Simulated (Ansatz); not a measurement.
Species: C10H8BF, SMILES `c12-c(ccccc2)cc(c1F)B` (charge 0, multiplicity 1), formula C10H8BF.

### Question
How many basis functions does frozen-core CCSD(T)/cc-pVDZ // B3LYP-D3(BJ)/def2-SVP in Ansatz (an electronic-structure program) use, how many core orbitals are frozen, and how many electrons are correlated?

### Answer
208 basis functions and 12 frozen orbitals, which leaves 58 correlated electrons. Core time is of the order of minutes.
